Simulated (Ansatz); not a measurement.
A nudged elastic band was laid between two geometries of F2H2OSn (6 atoms, charge 0, multiplicity 1).

Theory: RKS PBE0-D4/def2-SVP in Ansatz 0.2.0.

```json
{"movable images": "5", "climbing image": "yes", "spring": "5.0 eV/Å²", "optimiser": "quadratic models (default)", "start path": "through a guess of the saddle point", "force threshold": "0.05 eV/Å", "iteration limit": "60", "end points": "relaxed"}
```

First end point:

```xyz
6
Properties=species:S:1:pos:R:3
O -0.217 1.174 -1.010
Sn 0.088 -0.089 0.449
F 1.605 -1.182 -0.016
F -1.359 -1.360 0.437
H -0.353 0.735 -1.860
H 0.277 0.659 1.953
```

Last end point:

```xyz
6
Properties=species:S:1:pos:R:3
O -0.068 1.129 -0.249
Sn -0.421 -0.636 1.291
F 1.454 -0.794 0.634
F -1.225 -1.198 -0.444
H -0.551 0.611 -0.922
H 0.855 0.823 -0.357
```

(1) Which bonds break or form, and what moves?

(2) What energy profile does the band end with?

(3) What is the geometry of the highest image?

Answers

(1) Bonds broken: Sn2–H6. Bonds formed: O1–H6.

(2) It converged. The highest image is number 2 of 0 to 6, 42.0 kcal/mol above the first end and 75.6 kcal/mol above the last; the last end lies 33.6 kcal/mol below the first. Neighbouring images differ by up to 2.8 eV, so the band resolves the path poorly. A vibrational analysis at the climbing image gives one clearly imaginary mode, 1219i cm⁻¹: a first-order saddle point. The orbitals stay closed-shell, which can raise the energy where a bond breaks towards radicals; this wasn't checked here.

```tsv
image	path coordinate (Å)	energy (kcal/mol)	Sn2–H6 (Å)	O1–H6 (Å)
0	0.00	0.0	1.69	3.05
1	1.04	5.6	1.68	2.77
2	2.08	42.0	1.76	1.63
3	3.10	-22.9	2.61	0.97
4	4.12	-29.1	3.02	0.97
5	5.14	-30.7	3.10	0.96
6	6.15	-33.6	2.54	0.98
```

(3) 
```xyz
6
Properties=species:S:1:pos:R:3
O 0.104 1.085 -0.752
Sn 0.229 -0.432 0.669
F 1.656 -1.635 0.181
F -1.308 -1.561 0.351
H -0.655 1.175 -1.351
H 0.015 1.304 0.856
```

The run took 3.2 min on 1 thread of Intel(R) Xeon(R) Platinum 8559C (Emerald Rapids), with other jobs on the host, peak memory 0.26 GiB.
